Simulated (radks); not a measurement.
Species: the zinc ion Zn4+. Configuration: [Ar] 3d8.

Method: Dirac Kohn-Sham, PBEsol, spin-unpolarised, spherical densities, finite nucleus; open shells fill j = l - 1/2 first; Fermi nuclear charge, rms radius 3.9283 fm; computed with a radial shooting solver on a logarithmic mesh with Libxc functionals.

Energy parts (eV):
| part | energy |
|---|---|
| total | -48704.919 |
| kinetic | 49610.621 |
| electron-nucleus | -115835.906 |
| Hartree | 19375.772 |
| exchange-correlation | -1855.406 |

Orbitals (lengths in bohr, moments of r in powers of bohr; r(max) is where P^2 peaks; r(90%) holds 90 % of the orbital's charge):
orbital  occ.  eigenvalue (eV)  r(90%)   r(max)
1s1/2       2        -9581.942  0.0899  0.03293
2s1/2       2        -1224.913   0.350   0.1895
2p1/2       2        -1087.083   0.321   0.1502
2p3/2       4        -1063.250   0.326   0.1530
3s1/2       2        -194.3378    1.00   0.5860
3p1/2       2        -150.3925    1.06   0.5831
3p3/2       4        -147.2030    1.07   0.5910
3d3/2       4         -73.5341    1.29   0.5478
3d5/2       4         -73.1044    1.29   0.5504

The highest occupied level is 3d5/2 at -73.104 eV. Summed over all electrons, <r^2> = 10.86 bohr^2, which gives a Langevin (diamagnetic) susceptibility term of -8.6 x 10^-6 cm^3/mol. For comparison, the ionisation energy in NIST's Atomic Spectra Database is 83 eV (semi-empirical). In exact Kohn-Sham theory the highest level is minus the ionisation energy, but local and semilocal functionals leave it too shallow, through self-interaction and a potential that decays too fast; potentials with the right tail come closer. The density falls to 0.001 e/bohr^3 at r = 2.41 bohr.

Beside tabulated values, note that spin-unpolarised runs miss the spin-polarisation part of the exchange energy of open shells.
